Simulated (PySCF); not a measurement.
Working out the ionisation energy of K⁺

K⁺ [Ar] (1S) → K²⁺ [Ne] 3s2 3p5 (2P). Calculation: PySCF 2.14, in an uncontracted even-tempered set (22 s from 0.028 bohr⁻², ratio 2.5; 14 p from 0.036 bohr⁻², ratio 2.5; 6 d from 1.2 bohr⁻², ratio 2.7; 5 f from 1.8 bohr⁻², ratio 2.7); the spin-free X2C one-electron Hamiltonian (Gaussian nucleus). Frozen: 1s2; the 23 highest virtual orbitals dropped. Energies in hartree (1 hartree = 27.21139 eV):

```csv
part,K⁺ (lower),K²⁺ (upper)
UHF,-601.313681,-600.195305
MP2 opposite-spin,-0.386994,-0.368304
MP2 same-spin,-0.142216,-0.131729
```

**Question.** What does Hartree-Fock give?

**Answer.** (-600.195305) − (-601.313681) = 1.118376 hartree = 30.433 eV.

**Question.** What do MP2 and SCS-MP2 (6/5 opposite-spin, 1/3 same-spin) give?

**Answer.** The opposite-spin parts differ by 0.509 eV and the same-spin parts by 0.285 eV. MP2: 30.433 + (0.509) + (0.285) = 31.227 eV. SCS-MP2: 30.433 + 1.2 × (0.509) + (0.285)/3 = 31.139 eV.

A first-order spin-orbit estimate adds -0.085 eV to MP2 (outer shells), giving 31.142 eV against 31.625 eV (measured; NIST Atomic Spectra Database, ionization energies).

What remains against the reference includes basis incompleteness, the frozen core and correlation beyond second order.
